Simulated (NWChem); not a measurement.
System: BeH₂SeO; SMILES [OH][Be][SeH]

NWChem input:

```
start job
memory heap 200 mb stack 900 mb global 1100 mb
geometry units angstroms
  Be     0.910875    -0.906656    -0.222376
  O      1.883169    -1.814382    -0.507108
  H      2.556827    -2.442121    -0.707859
  Se    -0.502632     0.502004     0.121226
  H     -1.218201     0.023049     1.249034
end
basis spherical
  * library def2-svp
end
dft
  xc pbe0
  iterations 150
end
driver
  maxiter 120
end
task dft optimize
task dft freq
```

Excerpt of the output:

```
             Northwest Computational Chemistry Package (NWChem) 7.3.0
             --------------------------------------------------------

 CS  symmetry detected

                             Geometry "geometry" -> ""
                             -------------------------

 Output coordinates in angstroms (scale by  1.889725989 to convert to a.u.)

  No.       Tag          Charge          X              Y              Z
 ---- ---------------- ---------- -------------- -------------- --------------
    1 Be                   4.0000    -0.01827254    -1.20959865     0.00000000
    2 O                    8.0000     0.01508107    -2.56948169     0.00000000
    3 H                    1.0000     0.04152149    -3.51153872     0.00000000
    4 Se                  34.0000     0.03639654     0.81460456     0.00000000
    5 H                    1.0000    -1.32656240     1.20923185     0.00000000

 Effective nuclear repulsion energy (a.u.)     114.7050276001

      Symmetry information
      --------------------

 Group name             Cs
 Group number              2
 Group order               2
 No. of unique centers     5

                                Z-matrix (autoz)
                                --------

 Units are Angstrom for bonds and degrees for angles

      Type          Name      I     J     K     L     M      Value
      ----------- --------  ----- ----- ----- ----- ----- ----------
    1 Stretch                  1     2                       1.36029
    2 Stretch                  1     4                       2.02494
    3 Stretch                  2     3                       0.94243
    4 Stretch                  4     5                       1.41894
    5 Bend                     1     4     5               104.60064
    6 Bend                     2     4     5               105.78681
    7 Bend                     3     4     5               106.21557
    8 Torsion                  3     2     5     4         180.00000
    9 Torsion                  2     1     5     4         180.00000

                           NWChem Geometry Optimization
                           ----------------------------

 maximum gradient threshold         (gmax) =   0.000450
 rms gradient threshold             (grms) =   0.000300
 maximum cartesian step threshold   (xmax) =   0.001800
 rms cartesian step threshold       (xrms) =   0.001200
 fixed trust radius                (trust) =   0.300000
 source of zmatrix                         =   autoz

          -------------------
          Energy Minimization
          -------------------

 Using diagonal initial Hessian
 Scaling for Hessian diagonals: bonds = 1.00  angles = 0.25  torsions = 0.10

          --------
          Step   0

                                 NWChem DFT Module
                                 -----------------

 Summary of "ao basis" -> "ao basis" (spherical)
 ------------------------------------------------------------------------------
       Tag                 Description            Shells   Functions and Types
 ---------------- ------------------------------  ------  ---------------------
 Be                         def2-svp                 5        9   3s2p
 O                          def2-svp                 6       14   3s2p1d
 H                          def2-svp                 3        5   2s1p
 Se                         def2-svp                12       32   5s4p3d

      Symmetry analysis of basis
      --------------------------

        a'         47
        a"         18

[...]

      ----------------------
      Optimization converged
      ----------------------

  Step       Energy      Delta E   Gmax     Grms     Xrms     Xmax
  ---- ---------------- -------- -------- -------- -------- --------
@    8   -2492.06360744 -2.4D-07  0.00008  0.00004  0.00043  0.00110
                                     ok       ok       ok       ok

                                Z-matrix (autoz)
                                --------

 Units are Angstrom for bonds and degrees for angles

      Type          Name      I     J     K     L     M      Value     Gradient
      ----------- --------  ----- ----- ----- ----- ----- ---------- ----------
    1 Stretch                  1     2                       1.38839    0.00005
    2 Stretch                  1     4                       2.03719    0.00008
    3 Stretch                  2     3                       0.94738    0.00001
    4 Stretch                  4     5                       1.47303   -0.00007
    5 Bend                     1     4     5                90.70730   -0.00001
    6 Bend                     2     4     5                91.15509    0.00001
    7 Bend                     3     4     5                91.41697    0.00001
    8 Torsion                  3     2     5     4         180.00000    0.00000
    9 Torsion                  2     1     5     4         180.00000    0.00000

                         Geometry "geometry" -> "geometry"
                         ---------------------------------

 Output coordinates in angstroms (scale by  1.889725989 to convert to a.u.)

  No.       Tag          Charge          X              Y              Z
 ---- ---------------- ---------- -------------- -------------- --------------
    1 Be                   4.0000     0.02430702    -1.14005147     0.00000000
    2 O                    8.0000    -0.01331066    -2.52792892     0.00000000
    3 H                    1.0000    -0.02985891    -3.47516294     0.00000000
    4 Se                  34.0000     0.11876028     0.89495270     0.00000000
    5 H                    1.0000    -1.35173356     0.98140798     0.00000000

 Effective nuclear repulsion energy (a.u.)     113.3254246518

      Symmetry information
      --------------------

 Group name             Cs
 Group number              2
 Group order               2
 No. of unique centers     5

                Final and change from initial internal coordinates
                --------------------------------------------------

                                Z-matrix (autoz)
                                --------

 Units are Angstrom for bonds and degrees for angles

      Type          Name      I     J     K     L     M      Value       Change
      ----------- --------  ----- ----- ----- ----- ----- ---------- ----------
    1 Stretch                  1     2                       1.38839    0.02810
    2 Stretch                  1     4                       2.03719    0.01225
    3 Stretch                  2     3                       0.94738    0.00495
    4 Stretch                  4     5                       1.47303    0.05409
    5 Bend                     1     4     5                90.70730  -13.89334
    6 Bend                     2     4     5                91.15509  -14.63172
    7 Bend                     3     4     5                91.41697  -14.79860
    8 Torsion                  3     2     5     4         180.00000    0.00000
    9 Torsion                  2     1     5     4         180.00000    0.00000

 ==============================================================================
                                internuclear distances
 ------------------------------------------------------------------------------
       center one      |      center two      | atomic units |  angstroms
 ------------------------------------------------------------------------------
    2 O                |   1 Be               |     2.62367  |     1.38839
    3 H                |   2 O                |     1.79029  |     0.94738
    4 Se               |   1 Be               |     3.84974  |     2.03719
    5 H                |   4 Se               |     2.78363  |     1.47303
 ------------------------------------------------------------------------------
                         number of included internuclear distances:          4
 ==============================================================================

[second-derivative integrals and response iterations left out]

  Vibrational analysis via the FX method

  See chapter 2 in "Molecular Vibrations" by Wilson, Decius and Cross

  Vib: Default input used

[...]

 Rotational Constants
 --------------------
 A=   7.809437 cm-1  ( 11.235787 K)
 B=   0.089850 cm-1  (  0.129271 K)
 C=   0.088828 cm-1  (  0.127801 K)

 Temperature                      =   298.15K
 frequency scaling parameter      =   1.0000

 Zero-Point correction to Energy  =   13.925 kcal/mol  (  0.022191 au)
 Thermal correction to Energy     =   16.996 kcal/mol  (  0.027085 au)
 Thermal correction to Enthalpy   =   17.588 kcal/mol  (  0.028029 au)

 Total Entropy                    =   70.107 cal/mol-K
   - Translational                =   39.872 cal/mol-K (mol. weight = 105.9410)
   - Rotational                   =   22.765 cal/mol-K (symmetry #  =        1)
   - Vibrational                  =    7.470 cal/mol-K

 Cv (constant volume heat capacity) =   13.920 cal/mol-K
   - Translational                  =    2.979 cal/mol-K
   - Rotational                     =    2.979 cal/mol-K
   - Vibrational                    =    7.961 cal/mol-K

[normal modes left out]

 ----------------------------------------------------------------------------
 Normal Eigenvalue ||           Projected Infra Red Intensities
  Mode   [cm**-1]  || [atomic units] [(debye/angs)**2] [(KM/mol)] [arbitrary]
 ------ ---------- || -------------- ----------------- ---------- -----------
    1     -177.670 ||    0.186306           4.298       181.620      23.751
    2       -0.000 ||    0.001008           0.023         0.983       0.129
    3       -0.000 ||    0.000962           0.022         0.937       0.123
    4       -0.000 ||    0.000708           0.016         0.690       0.090
    5        0.000 ||    0.007228           0.167         7.046       0.921
    6        0.000 ||    0.000299           0.007         0.292       0.038
    7        0.000 ||    0.000000           0.000         0.000       0.000
    8      141.146 ||    0.157484           3.633       153.524      20.077
    9      249.965 ||    0.044125           1.018        43.016       5.625
   10      277.977 ||    0.018316           0.423        17.856       2.335
   11      402.653 ||    0.002863           0.066         2.791       0.365
   12      605.060 ||    0.002172           0.050         2.118       0.277
   13     1453.417 ||    0.349353           8.060       340.566      44.537
   14     2445.539 ||    0.009412           0.217         9.176       1.200
   15     4169.648 ||    0.396377           9.145       386.408      50.532
 ----------------------------------------------------------------------------

 ===============================================================================
      Negative Nuclear Hessian Mode    1  Eigenvalue =   -177.67 cm**(-1)
 -------------------------------------------------------------------------------
   Raw step length:  0.498 angstroms ;  The Raw step for this mode is:
    1 Be                   4.0000     0.00000012     0.00000017    -0.01132427
    2 O                    8.0000    -0.00000092     0.00000026     0.04370512
    3 H                    1.0000     0.00001090     0.00000006    -0.49624186
    4 Se                  34.0000     0.00000003    -0.00000006    -0.00115556
    5 H                    1.0000    -0.00000008    -0.00000058    -0.00563948

  Geometry after  100.0% step for mode  1; Step length =  0.498 angstroms
   Maximum component (any atom: x,y, or z) displacement:  0.938
    1 Be                   4.0000     0.02430714    -1.14005130    -0.01132427
    2 O                    8.0000    -0.01331158    -2.52792866     0.04370512
    3 H                    1.0000    -0.02984801    -3.47516288    -0.49624186
    4 Se                  34.0000     0.11876032     0.89495264    -0.00115556
    5 H                    1.0000    -1.35173364     0.98140741    -0.00563948

  Geometry after -100.0% step for mode  1; Step length =  0.498 angstroms
   Maximum component (any atom: x,y, or z) displacement:  0.938
    1 Be                   4.0000     0.02430689    -1.14005164     0.01132427
    2 O                    8.0000    -0.01330974    -2.52792918    -0.04370512
    3 H                    1.0000    -0.02986981    -3.47516300     0.49624186
    4 Se                  34.0000     0.11876025     0.89495277     0.00115556
    5 H                    1.0000    -1.35173347     0.98140856     0.00563948

  Geometry after   50.0% step for mode  1; Step length =  0.249 angstroms
   Maximum component (any atom: x,y, or z) displacement:  0.469
    1 Be                   4.0000     0.02430708    -1.14005138    -0.00566213
    2 O                    8.0000    -0.01331112    -2.52792879     0.02185256
    3 H                    1.0000    -0.02985346    -3.47516291    -0.24812093
    4 Se                  34.0000     0.11876030     0.89495267    -0.00057778
    5 H                    1.0000    -1.35173360     0.98140769    -0.00281974

  Geometry after  -50.0% step for mode  1; Step length =  0.249 angstroms
   Maximum component (any atom: x,y, or z) displacement:  0.469
    1 Be                   4.0000     0.02430695    -1.14005155     0.00566213
    2 O                    8.0000    -0.01331020    -2.52792905    -0.02185256
    3 H                    1.0000    -0.02986436    -3.47516297     0.24812093
    4 Se                  34.0000     0.11876027     0.89495274     0.00057778
    5 H                    1.0000    -1.35173352     0.98140827     0.00281974

  Geometry after   21.3% step for mode  1; Step length =  0.106 angstroms
   Maximum component (any atom: x,y, or z) displacement:  0.200
    1 Be                   4.0000     0.02430704    -1.14005143    -0.00241517
    2 O                    8.0000    -0.01331085    -2.52792887     0.00932116
    3 H                    1.0000    -0.02985659    -3.47516293    -0.10583545
    4 Se                  34.0000     0.11876029     0.89495269    -0.00024645
    5 H                    1.0000    -1.35173358     0.98140786    -0.00120275

  Geometry after  -21.3% step for mode  1; Step length =  0.106 angstroms
   Maximum component (any atom: x,y, or z) displacement:  0.200
    1 Be                   4.0000     0.02430699    -1.14005151     0.00241517
    2 O                    8.0000    -0.01331046    -2.52792898    -0.00932116
    3 H                    1.0000    -0.02986123    -3.47516295     0.10583545
    4 Se                  34.0000     0.11876028     0.89495272     0.00024645
    5 H                    1.0000    -1.35173354     0.98140810     0.00120275

  Geometry after   10.7% step for mode  1; Step length =  0.053 angstroms
   Maximum component (any atom: x,y, or z) displacement:  0.100
    1 Be                   4.0000     0.02430703    -1.14005145    -0.00120759
    2 O                    8.0000    -0.01331076    -2.52792890     0.00466058
    3 H                    1.0000    -0.02985775    -3.47516293    -0.05291772
    4 Se                  34.0000     0.11876029     0.89495270    -0.00012322
    5 H                    1.0000    -1.35173357     0.98140792    -0.00060138

  Geometry after  -10.7% step for mode  1; Step length =  0.053 angstroms
   Maximum component (any atom: x,y, or z) displacement:  0.100
    1 Be                   4.0000     0.02430700    -1.14005149     0.00120759
    2 O                    8.0000    -0.01331056    -2.52792895    -0.00466058
    3 H                    1.0000    -0.02986007    -3.47516295     0.05291772
    4 Se                  34.0000     0.11876028     0.89495271     0.00012322
    5 H                    1.0000    -1.35173355     0.98140804     0.00060138
```

Level: PBE0/def2-SVP. This build's default masses of Se (78.918 u) and Br (79.917 u) are each other's, which moves their modes by up to 0.6 %. The optimisation ended at a saddle point (imaginary frequency).
